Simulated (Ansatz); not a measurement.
C₃H₆BF, SMILES `FB1CCC1` at its PBE0-D4/def2-TZVP geometry, where that method's forces vanish. Total charge 0; spin multiplicity 1.

```xyz
11

F    -1.2588   -2.0547    0.5531
B    -0.6712   -0.9268    0.2024
C    -0.5408    0.4737    0.9011
C     0.6652    0.6728   -0.0658
C     0.3094   -0.5495   -0.9649
H    -1.3703    1.1448    0.6566
H    -0.3531    0.5482    1.9734
H     0.7028    1.6359   -0.5767
H     1.6147    0.5215    0.4498
H    -0.2161   -0.2435   -1.8751
H     1.1181   -1.2225   -1.2539
```

**Question.** What forces (eV/Å) does ωB97M-V/def2-TZVPP give on these atoms in Ansatz 0.2.0? (Estimate.)

**Answer.** Computed: 
```
F1  -0.089 -0.169  0.053
B2   0.053  0.124 -0.044
C3  -0.137  0.094  0.174
C4   0.190  0.174 -0.009
C5   0.039 -0.117 -0.206
H6   0.060 -0.054  0.005
H7  -0.004 -0.013 -0.084
H8  -0.007 -0.085  0.043
H9  -0.075  0.009 -0.039
H10  0.028 -0.016  0.074
H11 -0.058  0.053  0.034
```
